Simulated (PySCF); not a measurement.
# Ionisation energy of Ti by level of theory

Ti [Ar] 3d2 4s2 (3F) → Ti⁺ [Ar] 3d2 4s1 (4F), as a difference of total energies. All numbers are calculated (PySCF 2.14, the spin-free X2C one-electron Hamiltonian (Gaussian nucleus), in cc-pVDZ-DK). Correlated levels: valence: [Ar] frozen. The calculations carry no spin-orbit coupling.

Question: Order these methods by the ionisation energy they give, lowest first.
A. SCS-MP2 (valence)
B. PBE0
C. PBE
D. UHF

Answer: D (5.564 eV), A (6.445 eV), B (6.560 eV), C (6.673 eV).

Errors of the correlated levels include the incompleteness of this basis and the frozen core.

MP2 underrates the near-degeneracy of ns² with np² in the lower species.

For comparison: 6.828 eV (measured; NIST levels, between the centres of gravity of the two terms).
